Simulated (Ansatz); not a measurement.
`C[Si](C)(C)O[Si](C)(C)O[Si](C)(C)O[Si](C)(C)O[Si](C)(C)O[Si](C)(C)O[Si](C)(C)O[Si](C)(C)O[Si](C)(C)O[Si](C)(C)C`, relaxed as a singlet with RKS r2SCAN-D4/def2-SVP in Ansatz, starting from the GFN2-xTB geometry. Force threshold 0.03 eV/Å.

Single mean-field runs in def2-SVP are fitted with def2-universal-jkfit.

Start:

Cartesian coordinates in Å:
```
C -0.462 10.689 3.453
Si -1.893 9.527 2.960
C -2.661 8.710 4.506
C -3.187 10.457 1.908
O -1.243 8.369 2.013
Si -0.511 7.336 0.997
C -0.265 8.212 -0.669
C 1.095 6.721 1.798
O -1.487 6.052 0.800
Si -2.952 5.352 0.765
C -3.924 5.706 2.357
C -3.859 5.864 -0.824
O -2.634 3.766 0.702
Si -2.761 2.155 0.834
C -2.743 1.650 2.665
C -4.343 1.617 -0.075
O -1.451 1.522 0.126
Si -0.146 1.608 -0.849
C -0.552 2.645 -2.385
C 1.336 2.265 0.140
O 0.133 0.064 -1.287
Si -0.610 -1.367 -0.996
C -0.559 -1.718 0.869
C -2.364 -1.341 -1.724
O 0.245 -2.471 -1.827
Si 1.772 -2.987 -2.065
C 1.694 -4.133 -3.572
C 2.968 -1.520 -2.235
O 2.236 -3.816 -0.746
Si 2.543 -4.862 0.451
C 4.175 -4.275 1.240
C 1.090 -4.981 1.669
O 2.749 -6.336 -0.207
Si 3.319 -7.840 -0.426
C 3.269 -8.779 1.228
C 5.064 -7.762 -1.173
O 2.311 -8.555 -1.475
Si 1.588 -9.561 -2.536
C 2.714 -9.708 -4.069
C 1.403 -11.264 -1.698
C -0.104 -8.811 -2.990
H 0.298 10.151 4.014
H 0.018 11.103 2.570
H -0.804 11.518 4.065
H -3.738 8.600 4.427
H -2.243 7.721 4.661
H -2.466 9.292 5.401
H -2.709 11.026 1.114
H -3.772 11.153 2.502
H -3.875 9.761 1.437
H 0.303 9.129 -0.547
H -1.218 8.474 -1.118
H 0.268 7.584 -1.374
H 1.773 7.545 1.995
H 1.614 6.013 1.161
H 0.892 6.227 2.744
H -4.152 6.761 2.469
H -3.345 5.403 3.225
H -4.861 5.155 2.381
H -3.330 5.499 -1.699
H -3.933 6.943 -0.911
H -4.865 5.458 -0.860
H -3.604 2.058 3.185
H -2.765 0.571 2.786
H -1.853 2.023 3.162
H -5.200 2.184 0.275
H -4.563 0.564 0.070
H -4.252 1.792 -1.143
H 0.300 2.740 -3.051
H -0.857 3.643 -2.083
H -1.366 2.203 -2.951
H 1.154 3.287 0.457
H 2.244 2.252 -0.455
H 1.514 1.668 1.031
H -0.911 -0.853 1.422
H -1.167 -2.571 1.151
H 0.461 -1.931 1.175
H -2.928 -2.241 -1.500
H -2.902 -0.497 -1.307
H -2.342 -1.227 -2.803
H 2.684 -4.474 -3.856
H 1.254 -3.634 -4.428
H 1.099 -5.012 -3.349
H 2.815 -0.984 -3.166
H 4.006 -1.835 -2.191
H 2.790 -0.813 -1.430
H 4.480 -4.901 2.073
H 4.092 -3.256 1.605
H 4.978 -4.294 0.508
H 1.189 -5.855 2.305
H 0.153 -5.068 1.129
H 1.017 -4.111 2.314
H 2.259 -8.798 1.625
H 3.902 -8.303 1.970
H 3.599 -9.808 1.128
H 5.773 -7.313 -0.486
H 5.067 -7.166 -2.080
H 5.439 -8.746 -1.433
H 3.689 -10.104 -3.802
H 2.874 -8.739 -4.532
H 2.286 -10.365 -4.821
H 2.370 -11.659 -1.401
H 0.943 -11.989 -2.361
H 0.793 -11.198 -0.802
H 0.006 -7.800 -3.371
H -0.757 -8.759 -2.125
H -0.613 -9.396 -3.749
```

| step | energy (eV) | largest force component (eV/Å) | SCF passes |
| --- | --- | --- | --- |
| 1 | -121037.1351 | 1.764 | 18 |
| 2 | -121037.8885 | 0.988 | 19 |
| 3 | -121038.1095 | 0.162 | 18 |
| 4 | -121038.1821 | 0.051 | 19 |
| 5 | -121038.1965 | 0.540 | 18 |
| 6 | -121038.2218 | 0.272 | 20 |
| 7 | -121038.2549 | 0.028 | 18 |
| 8 | -121038.2700 | 0.187 | 19 |
| 9 | -121038.2790 | 0.141 | 19 |
| 10 | -121038.2958 | 0.019 | 18 |
| 11 | -121038.3193 | 0.284 | 19 |
| 14 | -121038.3597 | 0.151 | 18 |
| 17 | -121038.4058 | 0.251 | 19 |
| 20 | -121038.4520 | 0.118 | 18 |
| 23 | -121038.4905 | 0.150 | 18 |
| 26 | -121038.5257 | 0.187 | 18 |
| 29 | -121038.5684 | 0.143 | 18 |
| 32 | -121038.6110 | 0.087 | 18 |
| 35 | -121038.6376 | 0.057 | 18 |
| 38 | -121038.6497 | 0.071 | 18 |
| 41 | -121038.6598 | 0.132 | 19 |
| 44 | -121038.6713 | 0.209 | 19 |
| 47 | -121038.6849 | 0.202 | 19 |
| 50 | -121038.6956 | 0.085 | 19 |
| 53 | -121038.6989 | 0.028 | 19 |
| 54 | -121038.6997 | 0.017 | 19 |

Force components are those of the run's own axes.

End:

```xyz
107

C     0.473    9.283    1.272
Si   -1.287    8.707    1.579
C    -1.741    8.927    3.385
C    -2.493    9.610    0.470
O    -1.400    7.082    1.189
Si   -0.650    5.604    1.332
C     0.773    5.506    0.134
C    -0.122    5.323    3.101
O    -1.792    4.462    0.925
Si   -3.455    4.513    0.697
C    -4.253    5.304    2.187
C    -3.840    5.404   -0.889
O    -3.960    2.937    0.572
Si   -3.405    1.421    0.981
C    -2.776    1.456    2.741
C    -4.801    0.221    0.720
O    -2.174    0.983   -0.041
Si   -0.634    1.290   -0.596
C    -0.673    2.647   -1.867
C     0.486    1.658    0.853
O    -0.117   -0.106   -1.332
Si   -0.472   -1.734   -1.282
C    -0.762   -2.250    0.489
C    -1.925   -2.085   -2.390
O     0.859   -2.532   -1.886
Si    2.501   -2.518   -1.592
C     3.292   -3.658   -2.833
C     3.144   -0.771   -1.675
O     2.769   -3.067   -0.045
Si    3.163   -4.307    0.982
C     4.367   -3.646    2.238
C     1.601   -4.982    1.751
O     3.936   -5.518    0.135
Si    3.527   -6.915   -0.667
C     3.418   -8.326    0.552
C     4.805   -7.231   -1.986
O     2.035   -6.671   -1.348
Si    0.752   -7.094   -2.331
C     1.333   -7.092   -4.115
C     0.163   -8.808   -1.842
C    -0.577   -5.809   -2.059
H     1.191    8.745    1.914
H     0.769    9.114    0.223
H     0.587   10.360    1.481
H    -2.760    8.557    3.587
H    -1.049    8.375    4.043
H    -1.707    9.989    3.681
H    -2.241    9.458   -0.592
H    -2.492   10.695    0.666
H    -3.521    9.241    0.626
H     1.565    6.224    0.403
H     0.433    5.745   -0.887
H     1.219    4.499    0.114
H     0.636    6.057    3.421
H     0.313    4.318    3.235
H    -0.986    5.408    3.780
H    -3.922    6.350    2.293
H    -3.976    4.765    3.108
H    -5.352    5.294    2.108
H    -3.365    4.894   -1.743
H    -3.458    6.438   -0.848
H    -4.925    5.441   -1.078
H    -3.587    1.692    3.450
H    -2.339    0.489    3.039
H    -1.996    2.228    2.850
H    -5.665    0.464    1.358
H    -4.488   -0.812    0.945
H    -5.134    0.253   -0.330
H     0.324    2.815   -2.306
H    -1.016    3.586   -1.408
H    -1.364    2.382   -2.684
H     0.141    2.556    1.389
H     1.526    1.826    0.527
H     0.488    0.815    1.563
H    -1.607   -1.692    0.925
H    -0.979   -3.327    0.566
H     0.138   -2.047    1.092
H    -2.195   -3.153   -2.383
H    -2.800   -1.502   -2.057
H    -1.696   -1.795   -3.428
H     4.380   -3.729   -2.670
H     3.116   -3.309   -3.863
H     2.867   -4.668   -2.729
H     2.885   -0.295   -2.634
H     4.239   -0.743   -1.554
H     2.692   -0.167   -0.872
H     4.652   -4.420    2.968
H     3.939   -2.794    2.790
H     5.285   -3.298    1.738
H     1.823   -5.797    2.459
H     0.940   -5.381    0.965
H     1.048   -4.200    2.297
H     2.626   -8.138    1.296
H     4.367   -8.461    1.095
H     3.180   -9.276    0.046
H     5.814   -7.301   -1.548
H     4.813   -6.416   -2.727
H     4.603   -8.175   -2.520
H     2.165   -7.801   -4.267
H     1.685   -6.092   -4.417
H     0.520   -7.382   -4.801
H     0.949   -9.564   -2.002
H    -0.718   -9.114   -2.430
H    -0.119   -8.838   -0.776
H    -0.165   -4.801   -2.232
H    -0.957   -5.846   -1.024
H    -1.434   -5.956   -2.738
```

By distances, no bond broke or formed. The bond that changes most is O9–Si10, from 1.62 to 1.68 Å (atoms count from 1).

The force fell under the threshold at step 7, but the optimiser went on and released 0.445 eV more. No frequencies were taken in this run, so the end may be a saddle point.

Hardware: 11 threads of AMD EPYC 7R13 on a shared host and a whole NVIDIA H100 80GB HBM3. Wall time 4.5 min, peak host memory 1.5 GiB.
